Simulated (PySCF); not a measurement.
Species: (H2Al-mu-NH2)2.
Bonds: Al1–N4, Al1–N8, N4–Al5, Al5–N8. Hydrogens: H2, H3 on Al1; H9, H10 on N4; H6, H7 on Al5; H11, H12 on N8.

Computed with PBE0-D3(BJ)/def2-SVP geometry optimisation, gas phase in PySCF.

Problem. Give the optimised bond lengths and angles.

Solution. 
```tsv
bond	length (Å)
Al1–H2 and 3 like bonds	1.595
Al1–N4 and 3 like bonds	1.970
N4–H9 and 3 like bonds	1.021
```

Bonds in one row agree within 0.01 Å and their mean is given. A selection of angles:
```tsv
angle	degrees
H2–Al1–H3	123.6
H2–Al1–N4	109.6
N4–Al1–N8	87.6
Al1–N4–Al5	92.4
Al1–N4–H9	115.1
Al1–N4–H10	114.4
H9–N4–H10	106.2
```

Dihedral angles: N8–Al1–N4–Al5 0° (synperiplanar); N4–Al1–N8–Al5 0° (synperiplanar); Al1–N4–Al5–N8 0° (synperiplanar); N4–Al5–N8–Al1 0° (synperiplanar).

All 4 Al–N bonds measure 1.970 to 1.971 Å. Al1 (aluminium bonded to 2 N and 2 H) has angles from 87.6° to 123.6°. The 4 heavy atoms lie in one plane (0.001 Å rms). N4 (nitrogen bonded to 2 Al and 2 H) has angles from 92.4° to 115.1°.

Point group: D2h (tolerance 0.08 Å). No frequency check. The numbers are those of one conformer.
